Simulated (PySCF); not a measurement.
Point-charge models of `C=C[SiH2]C([SiH3])([SiH3])C(=O)O` against its computed dipole.

Coordinates (GFN2-xTB, Å) and charges (e) from the PBE0/pcSseg-1 density (PySCF):

| atom | x | y | z | Mulliken | IAO | Hirshfeld | ESP-fitted |
| --- | --- | --- | --- | --- | --- | --- | --- |
| C1 | 3.438 | 0.774 | -0.469 | -0.1499 | -0.2752 | -0.0844 | -0.3093 |
| C2 | 2.289 | 0.453 | 0.102 | -0.5095 | -0.4316 | -0.1434 | -0.4030 |
| Si3 | 0.999 | -0.661 | -0.705 | +0.7805 | +0.7692 | +0.3160 | +0.5681 |
| C4 | -0.702 | -0.188 | 0.040 | -1.1853 | -0.8068 | -0.2387 | -0.5071 |
| Si5 | -0.867 | -0.646 | 1.885 | +0.5248 | +0.6119 | +0.3100 | +0.3477 |
| Si6 | -1.282 | 1.598 | -0.291 | +0.5459 | +0.6085 | +0.3016 | +0.3251 |
| C7 | -1.603 | -1.073 | -0.683 | +0.5557 | +0.5221 | +0.1977 | +0.7606 |
| O8 | -1.232 | -1.951 | -1.433 | -0.4153 | -0.4727 | -0.2482 | -0.5645 |
| O9 | -2.917 | -0.849 | -0.478 | -0.3695 | -0.4838 | -0.1543 | -0.5831 |
| H10 | 3.688 | 0.426 | -1.458 | +0.1126 | +0.1422 | +0.0453 | +0.1627 |
| H11 | 4.181 | 1.392 | 0.012 | +0.1182 | +0.1488 | +0.0482 | +0.1649 |
| H12 | 2.096 | 0.830 | 1.099 | +0.1329 | +0.1475 | +0.0364 | +0.1980 |
| H13 | 1.324 | -2.054 | -0.388 | -0.0309 | -0.1079 | -0.0756 | -0.0962 |
| H14 | 0.984 | -0.434 | -2.151 | -0.0435 | -0.1074 | -0.0734 | -0.0890 |
| H15 | -0.525 | -2.058 | 2.073 | -0.0479 | -0.1035 | -0.0688 | -0.0702 |
| H16 | -2.240 | -0.421 | 2.339 | -0.0398 | -0.1012 | -0.0717 | -0.0627 |
| H17 | 0.053 | 0.193 | 2.654 | -0.0639 | -0.1146 | -0.0697 | -0.0795 |
| H18 | -0.259 | 2.508 | 0.229 | -0.0601 | -0.1134 | -0.0731 | -0.0665 |
| H19 | -2.564 | 1.865 | 0.361 | -0.0481 | -0.1031 | -0.0728 | -0.0594 |
| H20 | -1.430 | 1.789 | -1.737 | -0.0567 | -0.1061 | -0.0712 | -0.0666 |
| H21 | -3.441 | -1.475 | -1.002 | +0.2501 | +0.3771 | +0.1903 | +0.4303 |

Q: Form Σ q r in debye for every column and set it beside the full dipole.

A: The full density gives (-0.78, 0.94, 0.82) D, 1.47 D in size; dipole vectors point from the negative to the positive end.

```
    scheme     μx    μy    μz  size (D)  share of the full size (%)  angle to the full dipole (°)
  Mulliken   0.24  1.06  0.90      1.41                          96                            42
       IAO  -0.59  1.23  1.23      1.84                         125                            14
 Hirshfeld  -1.12  0.61  0.67      1.44                          98                            20
ESP-fitted  -0.75  0.95  0.81      1.46                          99                             1
```

Q: Which set comes closest?

A: Length of the difference vector: ESP-fitted 0.03 D, Hirshfeld 0.50 D, IAO 0.54 D, Mulliken 1.03 D. Closest: ESP-fitted. ESP charges are fitted to the potential around the molecule, whose slowest-falling term is the dipole's. The schemes that divide the density aren't constrained to reproduce the dipole.

Q: What is left for the Hirshfeld atoms' own dipoles?

A: The Hirshfeld atoms' densities add up to the full density, so μ = Σ q r + Σ (atomic dipoles). The atomic dipoles sum to (-0.78, 0.94, 0.82) − (-1.12, 0.61, 0.67) = (0.34, 0.33, 0.15) D, 0.50 D in size.

Q: With the origin at the mean of the coordinates, (0.000, 0.001, 0.000) Å, which are the largest single terms, by size, of the ESP-fitted dipole along the direction of the full one?

A: O8 +3.77, Si3 -3.67, Si6 +2.41, C1 +2.36, O9 -2.07 D; all 21 atoms together +1.46 D. The single terms depend on the origin, their sum doesn't.

Q: Give the size of the full dipole in other units.

A: 1.47 D = 0.579 au = 0.307 e·Å = 4.91 × 10⁻³⁰ C·m.

Isolated species at its GFN2-xTB geometry (one conformer only).

The values belong to the conformer `[CH2:1]=[CH:2][SiH2:3][C:4]([SiH3:5])([SiH3:6])[C:7](=[O:8])[OH:9]`: C1–C2–Si3–C4 -154°, C2–Si3–C4–Si5 -68°, Si3–C4–C7–O8 7°, H–O9–C7–C4 180°.
